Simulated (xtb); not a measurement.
H2Te, charge +1, doublet, at a GFN2-xTB geometry (a state made from the parent by changing its charge; the spin is typed, not shown lowest). Base run: GFN2-xTB run with xtb 6.7.1.

Geometry (Å):
```xyz
3

Te    -0.0003     0.0422     0.0020
H     -1.1793    -1.1042    -0.0763
H      1.1926    -1.0922    -0.0261
```
Charge +1, spin multiplicity 2.
All else is at xtb's defaults.
Base energy -3.55915 Eh.

Variants of this job, named by their change:

```
change         ΔE vs base (kJ/mol)  G_solv (kcal/mol)  SCF cycles
-------------  -------------------  -----------------  ----------
base                          0.00                  -           9
acc = 0.0001                  0.00                  -          13
gbsa = water                -296.8             -72.80           9
etemp = 10000                -76.6                  -           9
alpb = cs2                  -195.0             -46.80           9
acc = 1000                    0.00                  -           6
```

ALPB and GBSA are two models with their own fitted parameters for each solvent, which aren't always the measured dielectric constant.
